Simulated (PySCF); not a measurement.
# [Lu(H2O)5]3+: from a saddle point downhill

PySCF 2.14.0, RKS PBE0, Lu def2-SVP with ECP28, O def2-SVP, H def2-SVP; non-relativistic Hamiltonian with scalar-relativistic core potentials where named; density fitting; no spin-orbit coupling. Relaxed within the symmetry of its start, the geometry (C2v) is

```xyz
16

Lu    0.0295    0.0000    0.0000
O    -0.6796    0.0000    2.1029
H    -0.8430    0.7730    2.6812
H    -0.8430   -0.7730    2.6812
O    -0.6796    0.0000   -2.1029
H    -0.8430   -0.7730   -2.6812
H    -0.8430    0.7730   -2.6812
O     2.2335    0.0000    0.0000
H     2.8422   -0.7702    0.0000
H     2.8422    0.7702    0.0000
O    -0.5764    2.1522    0.0000
H    -0.0136    2.9550    0.0000
H    -1.4900    2.5076    0.0000
O    -0.5764   -2.1522    0.0000
H    -1.4900   -2.5076    0.0000
H    -0.0136   -2.9550    0.0000
```

and its lowest harmonic modes are -205, -123, 25, 80, 85, 90 cm⁻¹ (negative: unstable). It was moved along the lowest mode and relaxed again, within the group C2 that the move left.

(1) Where does it end, and how much lower?

(2) How do the contacts change?

No frequency check is given for the end, and other unstable modes may remain.

State: singlet.

## Answers

(1) In C2, nearly C2v, 0.092 eV lower, after 37 steps:
```xyz
16

Lu   -0.0248    0.0000    0.0000
O    -0.7343   -0.0368    2.0992
H    -0.9481    0.7298    2.6702
H    -0.9022   -0.8168    2.6675
O    -0.7343    0.0368   -2.0992
H    -0.9481   -0.7298   -2.6702
H    -0.9022    0.8168   -2.6675
O     2.1702    0.0000    0.0000
H     2.7741   -0.0328    0.7743
H     2.7741    0.0328   -0.7743
O    -0.4984    2.1862    0.0467
H     0.1385    2.9302    0.0967
H    -1.3743    2.6251    0.0236
O    -0.4984   -2.1862   -0.0467
H    -1.3743   -2.6251   -0.0236
H     0.1385   -2.9302   -0.0967
```

(2) 
| contact | saddle (Å) | end (Å) |
| --- | --- | --- |
| Lu1–O2 (H2O) | 2.219 | 2.216 |
| Lu1–O5 (H2O) | 2.219 | 2.216 |
| Lu1–O8 (H2O) | 2.204 | 2.195 |
| Lu1–O11 (H2O) | 2.236 | 2.237 |
| Lu1–O14 (H2O) | 2.236 | 2.237 |
